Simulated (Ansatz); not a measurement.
Reaction (ligand exchange at a Ge–N bond): `C[N](C)[Ge]([F])([F])[F]` + H₂Se → `[F][Ge]([F])([F])[SeH]` + dimethylamine

Program: Ansatz. Geometries: PBE0-D4/def2-TZVP. ΔE: electronic, gas phase. CBS: MP2 limit from def2 TZ/QZ plus the TZ coupled-cluster correction, frozen cores. DFT in def2-TZVPP. For Ge, Se outer-core shells are correlated without core-valence functions, which leaves a few kJ/mol of doubt a bond. Scalar relativity is left out up to krypton. One conformer a species, not always the lowest.

| level | ΔE (kJ/mol) |
| --- | --- |
| BHLYP-D4 | -29.9 |
| r2SCAN0 | -34.9 |
| HF/def2-SVP | -16.2 |
| SCS-MP2/def2-QZVPP | -25.0 |

What does CCSD(T)/CBS give? (Best estimate.)

The calculation gave: -26.1 kJ/mol. The listed levels differ from it by -3.8, -8.8, 9.9, 1.1 kJ/mol.

Largest T1 diagnostic among the species: 0.012.

Leaving LDA and LC-ωPBE aside and taking each functional with its dispersion term where it has one, the values, not all of them listed here, spread over 14.0 kJ/mol, from PBE-D4 to CAM-B3LYP-D4. LDA lies +13.4 kJ/mol from PBE without D4. From BLYP to BHLYP (50 % exact exchange), in def2-TZVPP and without D4, ΔE moves by +11.0 kJ/mol.
